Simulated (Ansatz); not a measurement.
## Ansatz (development build ahead of 0.2.0) run

```yaml
crystal:
  periodic: [false, false, false]
  atoms:
    - { symbol: P, position_ang: [0.0, 0.0, 0.0] }
basis:
  gaussian: { orbitals: cc-pVDZ }
magnetization:
  spin_polarized: true
  initial_magnetization: 3
hamiltonian:
  xc: hf
correlation:
  method: ccsdt_q
  frozen_orbitals: { P: 5 }
```

The input is written out in the form of the current development build from the run's settings.

The run gave:

```yaml
Converged: yes
Reference_energy: -340.70905 hartree
Correlation_energy: -0.08263 hartree
Total_energy: -340.79168 hartree
Spin_squared_of_the_determinant: 3.750
```
